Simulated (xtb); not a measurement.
silylphosphine (H$_{5}$PSi), singlet, at a GFN2-xTB geometry, atoms displaced at random by about 0.02 Å a coordinate; GFN2-xTB with ALPB(water) in xtb.

xtb was given this input:
```
$ xtb mol.xyz --gfn 2 --opt --alpb water --json

# file mol.xyz
7

Si    -1.04248276     0.12009127     0.20336160
P      1.07924014    -0.04732682    -0.35981122
H     -1.76859579    -0.89653599    -0.52743598
H     -1.48039290     1.49637665    -0.14349477
H     -1.29493308    -0.18277951     1.61456662
H      1.35130976    -1.27684313     0.34089309
H      1.56866828     0.66291718     0.71977476
```

The log (banner, timings and long lists left out):

```
   ID    Z sym.   atoms
    1   14 Si     1
    2   15 P      2
    3    1 H      3-7

           -------------------------------------------------
          |                Calculation Setup                |
           -------------------------------------------------

           -------------------------------------------------
          |                 G F N 2 - x T B                 |
           -------------------------------------------------

      * Solvation model:               ALPB
        Solvent                        water
        Parameter file                 internal GFN2-xTB/ALPB
        Dielectric constant                8.0200E+01
        Reference state                gsolv [1 M gas/solution]
        Free energy shift                  1.0808E-03 Eh       6.7819E-01 kcal/mol
        Temperature                        2.9815E+02 K
        Density                            1.0000E+00 kg/L
        Solvent mass                       1.8000E+01 g/mol
        Interaction kernel             P16
        Born radius scaling (c1)           1.4744E+00
        Born radii integrator          GBOBC
        Born offset                        0.0000E+00 a0       0.0000E+00 AA
        H-bond correction              true
        Ion screening                  false
        Surface tension                    1.0000E-05 Eh       1.5569E+01 dyn/cm
        Grid points                               230 per atom

          ...................................................
          :                      SETUP                      :
          :.................................................:
          :  # basis functions                  25          :
          :  # atomic orbitals                  23          :
          :  # shells                           11          :
          :  # electrons                        14          :
          :  max. iterations                   250          :
          :  Hamiltonian                  GFN2-xTB          :
          :  restarted?                      false          :
          :  GBSA solvation                   true          :
          :  PC potential                    false          :
          :  electronic temp.          300.0000000     K    :
          :  accuracy                    1.0000000          :
          :  -> integral cutoff          0.2500000E+02      :
          :  -> integral neglect         0.1000000E-07      :
          :  -> SCF convergence          0.1000000E-05 Eh   :
          :  -> wf. convergence          0.1000000E-03 e    :
          :  Broyden damping             0.4000000          :
          :  net charge                          0          :
          :  unpaired electrons                  0          :
          ...................................................

 iter      E             dE          RMSdq      gap      omega  full diag
   1     -6.7477920 -0.674779E+01  0.863E+00    4.52       0.0  T
   2     -6.8367424 -0.889504E-01  0.271E+00    4.65       1.0  T
   3     -6.8376090 -0.866657E-03  0.181E+00    4.58       1.0  T
   4     -6.8379443 -0.335324E-03  0.842E-01    4.56       1.0  T
   5     -6.8379751 -0.307991E-04  0.809E-01    4.56       1.0  T
   6     -6.8381485 -0.173365E-03  0.329E-01    4.57       1.0  T
   7     -6.8382028 -0.543171E-04  0.190E-01    4.56       1.0  T
   8     -6.8382217 -0.188834E-04  0.483E-02    4.55       1.0  T
   9     -6.8382235 -0.175897E-05  0.186E-02    4.55       2.0  T
  10     -6.8382240 -0.582854E-06  0.134E-02    4.55       2.8  T
  11     -6.8382242 -0.164082E-06  0.237E-03    4.55      16.0  T
  12     -6.8382242 -0.533550E-08  0.837E-04    4.55      45.2  T
  13     -6.8382242 -0.525600E-09  0.261E-04    4.55     145.1  T

   *** convergence criteria satisfied after 13 iterations ***

         :::::::::::::::::::::::::::::::::::::::::::::::::::::
         ::                     SUMMARY                     ::
         :::::::::::::::::::::::::::::::::::::::::::::::::::::
         :: total energy              -6.784730708898 Eh    ::
         :: total w/o Gsasa/hb        -6.787292106340 Eh    ::
         :: gradient norm              0.039487304879 Eh/a0 ::
         :: HOMO-LUMO gap              4.550392457412 eV    ::
         ::.................................................::
         :: SCC energy                -6.838223521534 Eh    ::
         :: -> isotropic ES            0.018651865031 Eh    ::
         :: -> anisotropic ES         -0.001592410416 Eh    ::
         :: -> anisotropic XC          0.002428519645 Eh    ::
         :: -> dispersion             -0.003304782000 Eh    ::
         :: -> Gsolv                  -0.000092765286 Eh    ::
         ::    -> Gelec               -0.002654162728 Eh    ::
         ::    -> Gsasa                0.003050182574 Eh    ::
         ::    -> Ghb                 -0.001569544830 Eh    ::
         ::    -> Gshift               0.001080759698 Eh    ::
         :: repulsion energy           0.053492812636 Eh    ::
         :: add. restraining           0.000000000000 Eh    ::
         :: total charge              -0.000000000000 e     ::
         :::::::::::::::::::::::::::::::::::::::::::::::::::::

      -----------------------------------------------------------
     |                   =====================                   |
     |                        A N C O P T                        |
     |                   =====================                   |
     |               Approximate Normal Coordinate               |
     |                Rational Function Optimizer                |
      -----------------------------------------------------------
      -----------------------------------------------------------
     |                   =====================                   |
     |                        A N C O P T                        |
     |                   =====================                   |
     |               Approximate Normal Coordinate               |
[...]
 * total energy  :    -6.7847307 Eh     change       -0.2204192E-10 Eh
 * total energy  :    -6.7868916 Eh     change       -0.2160927E-02 Eh
 * total energy  :    -6.7874553 Eh     change       -0.5637042E-03 Eh
 * total energy  :    -6.7875296 Eh     change       -0.7422350E-04 Eh
 * total energy  :    -6.7875631 Eh     change       -0.3354068E-04 Eh
 * total energy  :    -6.7875616 Eh     change        0.1546628E-05 Eh
 * total energy  :    -6.7875671 Eh     change       -0.5558627E-05 Eh
 * total energy  :    -6.7875658 Eh     change        0.1300086E-05 Eh
 * total energy  :    -6.7875679 Eh     change       -0.2074656E-05 Eh
   *** GEOMETRY OPTIMIZATION CONVERGED AFTER 9 ITERATIONS ***
[...]
   1     -6.8439848 -0.684398E+01  0.163E-04    4.76       0.0  T
   2     -6.8439848 -0.314238E-11  0.112E-04    4.76     338.0  T
   3     -6.8439848 -0.197176E-11  0.675E-05    4.76     560.3  T

   *** convergence criteria satisfied after 3 iterations ***

         :::::::::::::::::::::::::::::::::::::::::::::::::::::
         ::                     SUMMARY                     ::
         :::::::::::::::::::::::::::::::::::::::::::::::::::::
         :: total energy              -6.787567890940 Eh    ::
         :: total w/o Gsasa/hb        -6.789649622726 Eh    ::
         :: gradient norm              0.000108860818 Eh/a0 ::
         :: HOMO-LUMO gap              4.762163792243 eV    ::
         ::.................................................::
         :: SCC energy                -6.843984088358 Eh    ::
         :: -> isotropic ES            0.021204136063 Eh    ::
         :: -> anisotropic ES         -0.003240929308 Eh    ::
         :: -> anisotropic XC          0.001639139459 Eh    ::
         :: -> dispersion             -0.003206407342 Eh    ::
         :: -> Gsolv                  -0.001624116182 Eh    ::
         ::    -> Gelec               -0.003705847968 Eh    ::
         ::    -> Gsasa                0.003124069600 Eh    ::
         ::    -> Ghb                 -0.002123097512 Eh    ::
         ::    -> Gshift               0.001080759698 Eh    ::
         :: repulsion energy           0.056416197419 Eh    ::
         :: add. restraining           0.000000000000 Eh    ::
         :: total charge               0.000000000000 e     ::
         :::::::::::::::::::::::::::::::::::::::::::::::::::::

           -------------------------------------------------
          |                Property Printout                |
           -------------------------------------------------

    * Orbital Energies and Occupations

         #    Occupation            Energy/Eh            Energy/eV
      -------------------------------------------------------------
         1        2.0000           -0.7420930             -20.1934
         2        2.0000           -0.6428407             -17.4926
         3        2.0000           -0.4781089             -13.0100
         4        2.0000           -0.4559526             -12.4071
         5        2.0000           -0.4440286             -12.0826
         6        2.0000           -0.4372011             -11.8968
         7        2.0000           -0.3922260             -10.6730 (HOMO)
         8                         -0.2172197              -5.9108 (LUMO)
         9                         -0.2165624              -5.8930
        10                         -0.1971095              -5.3636
        11                         -0.1959687              -5.3326
        12                         -0.1542270              -4.1967
        13                         -0.0984637              -2.6793
        14                         -0.0976394              -2.6569
        15                         -0.0460166              -1.2522
        16                          0.0494207               1.3448
        17                          0.0533046               1.4505
        18                          0.2849036               7.7526
       ...                                ...                  ...
        23                          0.9759040              26.5557
      -------------------------------------------------------------
                  HL-Gap            0.1750063 Eh            4.7622 eV
             Fermi-level           -0.3047229 Eh           -8.2919 eV

     #   Z          covCN         q      C6AA      α(0)
     1  14 Si       3.682     0.491    97.488    18.916
     2  15 P        2.883    -0.454   182.273    24.260
     3   1 H        0.918    -0.055     4.222     3.214
     4   1 H        0.918    -0.055     4.221     3.213
     5   1 H        0.918    -0.035     3.736     3.023
     6   1 H        0.978     0.053     2.271     2.355
     7   1 H        0.978     0.054     2.269     2.354

 Mol. C6AA /au·bohr⁶  :       1045.337732
 Mol. C8AA /au·bohr⁸  :      46221.623756
 Mol. α(0) /au        :         57.334443

Wiberg/Mayer (AO) data.
largest (>0.10) Wiberg bond orders for each atom

 ---------------------------------------------------------------------------
     #   Z sym  total        # sym  WBO       # sym  WBO       # sym  WBO
 ---------------------------------------------------------------------------
     1  14 Si   3.562 --     2 P    0.898     5 H    0.883     3 H    0.882
                             4 H    0.882
     2  15 P    3.013 --     6 H    0.984     7 H    0.984     1 Si   0.898
     3   1 H    0.997 --     1 Si   0.882
     4   1 H    0.997 --     1 Si   0.882
     5   1 H    0.999 --     1 Si   0.883
     6   1 H    0.997 --     2 P    0.984
     7   1 H    0.997 --     2 P    0.984
 ---------------------------------------------------------------------------

Topologies differ in total number of bonds
Writing topology from bond orders to xtbtopo.mol

molecular dipole:
                 x           y           z       tot (Debye)
 q only:       -1.224       0.047       0.569
   full:       -0.718      -0.031       0.633       2.433
molecular quadrupole (traceless):
                xx          xy          yy          xz          yz          zz
 q only:       -0.084      -0.134       0.196       0.756      -0.033      -0.112
  q+dip:       -2.462       0.077       1.611       2.219      -0.131       0.851
   full:       -1.474      -0.132       1.670       2.672       0.030      -0.196

optimized geometry written to: xtbopt.xyz

           -------------------------------------------------
          | TOTAL ENERGY               -6.787567890940 Eh   |
          | GRADIENT NORM               0.000108860818 Eh/α |
          | HOMO-LUMO GAP               4.762163792243 eV   |
           -------------------------------------------------

normal termination of xtb
```
